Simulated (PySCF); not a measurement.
A GIAO shielding run with PySCF (density fitting, non-relativistic, gas phase) on SMILES C1=C[C@@](C)(F)C(C[SiH3])=C1, C₇H₁₁FSi:

```
$ OMP_NUM_THREADS=1 python probes_run.py task.json out

{"job": {"kind": "nmr", "xc": "PBE0", "basis": "pcSseg-1"}, "charge": 0, "multiplicity": 1}
C     -1.286602     1.422067     0.909748
C     -0.820775     0.000377     0.604460
F     -0.160640    -0.482405     1.731862
C     -1.978376    -0.885743     0.216241
C     -1.804449    -1.302621    -1.039537
C     -0.537981    -0.804770    -1.553061
C      0.078941    -0.065936    -0.618338
C      1.405779     0.570430    -0.660212
Si     2.660127    -0.319226     0.494385
H     -1.978594     1.408804     1.748612
H     -1.784163     1.837066     0.037612
H     -0.431710     2.041797     1.171124
H     -2.798692    -1.078761     0.880139
H     -2.476291    -1.918296    -1.610996
H     -0.167846    -1.021898    -2.539149
H      1.777237     0.553612    -1.685054
H      1.336760     1.614171    -0.349167
H      2.484428    -1.762990     0.364741
H      3.993173     0.073694     0.023004
H      2.484527     0.131307     1.870550
```

Hardware: 1 thread of an Arm Neoverse V2, shared host. The job also computes population analyses, field gradients, ring-centre shieldings.

Problem. How large is the calculation?

Solution. 76 electrons, 215 basis functions and 1133 auxiliary functions.

Problem. How long does it take, and how much memory does it need?

Solution. 33 s of wall time, with 14 SCF cycles and 5 response iterations; peak memory 1 GiB. Times on a shared host scatter by some tens of per cent.
